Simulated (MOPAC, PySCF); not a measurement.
[Mo(Cl)3(NH2)3], neutral singlet in the gas phase. 

Cartesian coordinates (Å):
```xyz
13

Mo    -0.0219     0.1430    -0.0447
Cl     2.0233    -0.0552     1.1410
Cl    -0.6693    -2.0195     0.6819
Cl     0.9863    -0.7964    -1.9746
N      0.5723     2.0012    -0.1653
H      1.3801     2.3555     0.3574
H      0.0975     2.7395    -0.6931
N     -1.4271     0.5497    -1.3411
H     -1.3016     0.4141    -2.3497
H     -2.3337     0.9700    -1.1162
N     -1.2468     0.6676     1.3856
H     -1.8505    -0.0064     1.8680
H     -1.4121     1.6290     1.6979
```
Charge 0, multiplicity 1.

All levels are single points at this geometry (TPSS-D3(BJ)/def2-SVP); Pople sets use spherical d functions. Orbital energies aren't observables, and empty levels follow the basis.

| level | HOMO (eV) | LUMO (eV) | gap (eV) | dipole (D) | vertical IE, Delta-SCF (eV) |
|---|---|---|---|---|---|
| B3LYP-D3(BJ)/def2-TZVP in PySCF | -7.71 | -4.17 | 3.54 | 7.84 | – |
| PBE-D3(BJ)/def2-TZVP in PySCF | -6.67 | -4.51 | 2.16 | 7.51 | – |
| TPSSh-D3(BJ)/def2-TZVP in PySCF | -7.26 | -4.30 | 2.96 | 7.85 | – |
| B3LYP/6-311+G** (LANL2DZ on Mo) in PySCF | -7.79 | -4.51 | 3.27 | 8.21 | – |
| B3LYP/6-31G* (LANL2DZ on Mo) in PySCF | -7.57 | -4.27 | 3.30 | 8.97 | 9.50 |
| B3LYP/LANL2DZ in PySCF | -7.72 | -4.44 | 3.28 | 9.32 | – |
| M06-2X/6-31G* (LANL2DZ on Mo) in PySCF | -9.11 | -3.54 | 5.58 | 9.60 | – |
| PBE/6-31G* (LANL2DZ on Mo) in PySCF | -6.55 | -4.56 | 1.99 | 8.57 | – |
| SVWN5/6-31G* (LANL2DZ on Mo) in PySCF | -6.66 | -4.66 | 2.00 | 8.58 | – |
| HF/6-31G* (LANL2DZ on Mo) in PySCF | -10.97 | -1.58 | 9.39 | 10.30 | – |
| AM1 in MOPAC | -11.24 | -2.51 | 8.74 | 9.84 | – |
| PM6 in MOPAC | -9.80 | -0.01 | 9.79 | 9.58 | – |
| PM7 in MOPAC | -10.45 | -1.09 | 9.36 | 11.52 | – |
